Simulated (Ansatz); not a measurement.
Consider the isomerisation: `FCNC[SiH3]` → `CC(F)[SiH2]N`.

Program: Ansatz. Geometries: PBE0-D4/def2-TZVP. ΔE: electronic, gas phase. CBS: MP2 limit from def2 TZ/QZ plus the TZ coupled-cluster correction, frozen cores. DFT in def2-TZVPP. B3LYP here is the variant with VWN-RPA as its local correlation; programs differ in this. Each species was taken in one conformer, which may not be the lowest.

```json
{"level": "PBE-D4", "ΔE (kJ/mol)": "-100.5", "difference from CCSD(T)/CBS": "13.2"}
{"level": "B3LYP-D4", "ΔE (kJ/mol)": "-108.1", "difference from CCSD(T)/CBS": "5.6"}
{"level": "B2PLYP", "ΔE (kJ/mol)": "-109.2", "difference from CCSD(T)/CBS": "4.5"}
{"level": "PBE0", "ΔE (kJ/mol)": "-103.3", "difference from CCSD(T)/CBS": "10.4"}
{"level": "SCS-MP2/def2-TZVPP", "ΔE (kJ/mol)": "-110.1", "difference from CCSD(T)/CBS": "3.6"}
{"level": "CCSD(T)/def2-TZVPP", "ΔE (kJ/mol)": "-107.8", "difference from CCSD(T)/CBS": "5.9"}
{"level": "HF/def2-QZVPP", "ΔE (kJ/mol)": "-109.6", "difference from CCSD(T)/CBS": "4.1"}
{"level": "SCS-MP2/def2-QZVPP", "ΔE (kJ/mol)": "-113.8", "difference from CCSD(T)/CBS": "-0.1"}
{"level": "HF/CBS(def2)", "ΔE (kJ/mol)": "-109.7", "difference from CCSD(T)/CBS": "4.0"}
{"level": "MP2/CBS(def2)", "ΔE (kJ/mol)": "-118.7", "difference from CCSD(T)/CBS": "-5.0"}
{"level": "CCSD(T)/CBS", "ΔE (kJ/mol)": "-113.7", "difference from CCSD(T)/CBS": "0"}
```

Largest T1 diagnostic among the species: 0.011.

From PBE to PBE0 (25 % exact exchange), in def2-TZVPP and without D4, ΔE moves by −3.8 kJ/mol.
